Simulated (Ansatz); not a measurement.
Geometry optimisation, RKS PBE-D4/def2-SVP in Ansatz 0.2.0.

Input:

```yaml
crystal:
  periodic: [false, false, false]
  atoms:
    - { symbol: Si, position_ang: [0.070353, 0.141715, -0.097126] }
    - { symbol: F, position_ang: [0.198848, -0.339985, 1.424193] }
    - { symbol: F, position_ang: [1.477288, -0.142537, -0.811875] }
    - { symbol: F, position_ang: [-0.299667, 1.684871, -0.262449] }
    - { symbol: F, position_ang: [-1.010593, -0.798883, -0.919038] }
    - { symbol: O, position_ang: [-2.454309, 0.048071, 1.259981] }
    - { symbol: Al, position_ang: [-3.032095, -1.04851, 0.021935] }
    - { symbol: H, position_ang: [-2.935545, -2.623262, 0.289798] }
    - { symbol: H, position_ang: [-3.914236, -0.380214, -1.123893] }
    - { symbol: H, position_ang: [-1.856344, -0.279465, 1.976574] }
basis:
  gaussian: { orbitals: def2-SVP }
hamiltonian:
  xc: pbe
  dispersion: d4
relax:
  f_tol: 0.03
  max_steps: 50
output:
  orbitals: {}
```

Run as:

```bash
$ ansatz run input.yaml --threads 4 --pin off --max-ram 5120MiB --backend cpu --events-out ev --progress --plain --runs-dir out
```

Task: Where does it end, and by what steps?

Result: The forces met the threshold. After 21 steps the energy has fallen by 0.969 eV; F3 moved furthest, 1.14 Å. Joined: Si1–O6 (2.87 → 1.76 Å).

```json
{"step": "0", "energy less start (eV)": "0.0000", "largest force component (eV/Å)": "0.736", "accepted": "yes"}
{"step": "1", "energy less start (eV)": "-0.0123", "largest force component (eV/Å)": "2.144", "accepted": "yes"}
{"step": "2", "energy less start (eV)": "-0.1028", "largest force component (eV/Å)": "0.931", "accepted": "yes"}
{"step": "3", "energy less start (eV)": "-0.1684", "largest force component (eV/Å)": "0.997", "accepted": "yes"}
{"step": "4", "energy less start (eV)": "-0.2792", "largest force component (eV/Å)": "1.484", "accepted": "yes"}
{"step": "5", "energy less start (eV)": "-0.4163", "largest force component (eV/Å)": "1.176", "accepted": "yes"}
{"step": "6", "energy less start (eV)": "-0.5314", "largest force component (eV/Å)": "2.048", "accepted": "yes"}
{"step": "7", "energy less start (eV)": "-0.5362", "largest force component (eV/Å)": "0.771", "accepted": "yes"}
{"step": "8", "energy less start (eV)": "-0.6139", "largest force component (eV/Å)": "1.069", "accepted": "yes"}
{"step": "9", "energy less start (eV)": "-0.6595", "largest force component (eV/Å)": "0.121", "accepted": "yes"}
{"step": "10", "energy less start (eV)": "-0.6626", "largest force component (eV/Å)": "0.061", "accepted": "yes"}
{"step": "11", "energy less start (eV)": "-0.6700", "largest force component (eV/Å)": "0.122", "accepted": "yes"}
{"step": "12", "energy less start (eV)": "-0.6854", "largest force component (eV/Å)": "0.329", "accepted": "yes"}
{"step": "13", "energy less start (eV)": "-0.6909", "largest force component (eV/Å)": "0.895", "accepted": "yes"}
{"step": "14", "energy less start (eV)": "-0.7751", "largest force component (eV/Å)": "0.603", "accepted": "yes"}
{"step": "15", "energy less start (eV)": "-0.8546", "largest force component (eV/Å)": "0.451", "accepted": "yes"}
{"step": "16", "energy less start (eV)": "-0.9182", "largest force component (eV/Å)": "0.475", "accepted": "yes"}
{"step": "17", "energy less start (eV)": "-0.9479", "largest force component (eV/Å)": "1.453", "accepted": "yes"}
{"step": "18", "energy less start (eV)": "-0.9686", "largest force component (eV/Å)": "0.099", "accepted": "yes"}
{"step": "19", "energy less start (eV)": "-0.9687", "largest force component (eV/Å)": "0.067", "accepted": "yes"}
{"step": "20", "energy less start (eV)": "-0.9691", "largest force component (eV/Å)": "0.031", "accepted": "yes"}
{"step": "21", "energy less start (eV)": "-0.9692", "largest force component (eV/Å)": "0.015", "accepted": "yes"}
```

```xyz
10
Properties=species:S:1:pos:R:3
Si -0.246 0.168 0.235
F 0.399 0.658 1.662
F 0.873 -0.905 -0.216
F -0.319 1.588 -0.532
F -1.321 -0.528 -1.206
O -1.699 -0.422 1.039
Al -2.823 -1.127 -0.359
H -2.854 -2.713 -0.274
H -4.056 -0.155 -0.596
H -1.710 -0.301 2.007
```

Whether the end is a true minimum wasn't checked by a vibrational analysis.

Time of the run: 33 s on 4 threads of AMD EPYC 7R43 64-Core Processor (Zen 3), on a shared host, peak memory 0.19 GiB.
